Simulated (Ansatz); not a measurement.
`CCC(F)CC(F)CC(F)CC(C)F`, relaxed as a singlet with RKS r2SCAN-D4/def2-SVP in Ansatz, starting from the GFN2-xTB geometry. Force threshold 0.03 eV/Å.

Start:

```xyz
32

C    -0.171    4.601   -1.025
C     0.728    3.861   -0.042
C     0.133    2.531    0.409
F     0.870    2.069    1.493
C     0.159    1.448   -0.666
C    -0.585    0.195   -0.213
F    -1.933    0.502   -0.088
C    -0.438   -0.951   -1.205
C    -1.206   -2.203   -0.780
F    -1.113   -3.120   -1.809
C    -0.747   -2.866    0.524
C     0.764   -2.967    0.739
C     1.098   -3.775    1.985
F     1.356   -3.571   -0.354
H    -0.252    4.064   -1.967
H     0.240    5.585   -1.234
H    -1.169    4.726   -0.613
H     0.877    4.475    0.848
H     1.708    3.681   -0.489
H    -0.888    2.671    0.786
H     1.196    1.185   -0.877
H    -0.305    1.830   -1.575
H    -0.259   -0.093    0.794
H     0.615   -1.196   -1.339
H    -0.836   -0.634   -2.171
H    -2.277   -1.971   -0.697
H    -1.170   -2.315    1.365
H    -1.165   -3.875    0.529
H     1.223   -1.971    0.805
H     0.648   -4.762    1.927
H     2.175   -3.890    2.072
H     0.726   -3.263    2.868
```

Estimate the energy that the relaxation releases and the steps that it takes.

2.6 kcal/mol, in 6 steps; 53 s on 4 threads of Arm Neoverse V2 on a shared host. No frequencies were taken in this run, so the end may be a saddle point.

Does the start keep its bonding?

By distances, no bond broke or formed. The bond that changes most is C6–F7, from 1.39 to 1.40 Å (atoms count from 1).

Predict the relaxed structure.


```xyz
32

C    -0.125    4.612   -1.065
C     0.687    3.871   -0.009
C     0.086    2.539    0.401
F     0.822    2.050    1.487
C     0.103    1.470   -0.676
C    -0.503    0.167   -0.195
F    -1.856    0.400    0.102
C    -0.420   -0.963   -1.201
C    -1.195   -2.203   -0.776
F    -1.067   -3.143   -1.792
C    -0.762   -2.829    0.545
C     0.738   -2.974    0.750
C     1.099   -3.809    1.958
F     1.295   -3.568   -0.383
H    -0.152    4.070   -2.024
H     0.304    5.606   -1.264
H    -1.167    4.761   -0.736
H     0.767    4.482    0.906
H     1.720    3.696   -0.359
H    -0.952    2.680    0.757
H     1.147    1.292   -0.989
H    -0.458    1.815   -1.561
H    -0.024   -0.115    0.759
H     0.634   -1.240   -1.364
H    -0.820   -0.626   -2.172
H    -2.267   -1.949   -0.705
H    -1.174   -2.229    1.375
H    -1.238   -3.823    0.604
H     1.207   -1.975    0.838
H     0.668   -4.818    1.865
H     2.191   -3.901    2.046
H     0.713   -3.346    2.879
```
Bond lengths: 9 × C–C 1.51 to 1.52 Å; 4 × C–F 1.39 to 1.40 Å; 18 × C–H 1.10 to 1.11 Å.
